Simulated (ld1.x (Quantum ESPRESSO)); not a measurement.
# I, TM semilocal: configuration errors across variants

| Item | Value |
| --- | --- |
| Element | I (Z = 53) |
| Generator | ld1.x (Quantum ESPRESSO) 7.5 |
| Type | norm-conserving Troullier–Martins (semilocal form) |
| Functional | LDA (PZ) |
| Relativity | scalar-relativistic |
| Frozen core | [Kr] 4d10 |
| Valence charge | 7 |
| Reference configuration | 5s1 5p6 |
| Partial waves | 5s (bound): rc 1.35 bohr; 5p (bound): rc 2.20 bohr |
| Local potential | the p channel |
| Core correction | Bessel-smoothed model core, default radius (core density twice the valence density) |

All-electron excitation energies from the reference (eV): (1) 5s2 5p5 -10.512; (2) 5s2 5p4 0.793; (3) 5s2 5p3 20.857; (4) 5s1 5p5 11.862; (5) 5s2 5p2 50.471; (6) 5s2 5p1 90.273; (7) 5s2 5p5.3 -12.341; (8) 5s1 5p6 spin -0.164; (9) 5s2 5p5 spin -10.632.

Spin tests fill each open shell by Hund’s rule, majority spin first.

A semilocal file is local in each channel, so a ghost entry of none says nothing of the separable form that plane-wave codes build from it.

The default core radius of the base comes out at 1.43 bohr.

3 further variants failed, have other tests or another functional or relativity, and are left out.

A true bound ghost makes a file unfit for plane-wave use even where its test errors are small: the radial tests pick states by their node count and pass the ghost by.

Errors AE − PS in meV (a dash: test not solved or not reliable):

```csv
change,(1),(2),(3),(4),(5),(6),(7),(8),(9),bound ghosts
base,-15,-20,-24,-2.4,-36,-73,-13,-1.9,-14,none
core correction Bessel-smoothed model core inside 1.48 bohr,-15,-20,-24,-2.4,-36,-73,-13,-1.7,-14,none
wave 5s (bound): rc 1.35 bohr becomes 5s (bound): rc 1.14 bohr,-0.6,-35,-85,-0.9,-153,-249,+6.8,+17,+1.6,s
```

**Question.** Give the same row for: wave 5p (bound): rc 2.20 bohr becomes 5p (bound): rc 2.90 bohr.

**Answer.** +1.4, -8.5, -23, +2.1, -74, -231, +5.0, -0.5, -0.9; bound ghosts: none.
